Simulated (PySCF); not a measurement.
# Sc: excitation energy

Sc [Ar] 3d1 4s2 (2D) → Sc [Ar] 4s2 5s1 (2S), as a difference of total energies. All numbers are calculated (PySCF 2.14, no relativity, point nucleus, in dyall-av2z). Correlated levels: valence: [Ar] frozen; virtual orbitals above 40 to 60 times the deepest correlated orbital energy dropped. The calculations carry no spin-orbit coupling.

```tsv
method	excitation energy (eV)
UHF	5.373
LDA	6.608
PBE	6.602
PBE0	6.413
TPSSh	6.642
PW91	6.689
B2PLYP	6.052
wB97X	6.423
MP2 (valence)	5.347
SCS-MP2 (valence)	5.331
```

Q: How much does correlation contribute at MP2 (valence)?

A: 5.347 − (5.373) = -0.026 eV, measured against UHF.

A first-order spin-orbit estimate (lowest level to lowest level, LS coupling) adds 0.014 eV.

The promoted electron is Rydberg-like, and one or two diffuse shells describe it only roughly, which tends to raise the upper state.
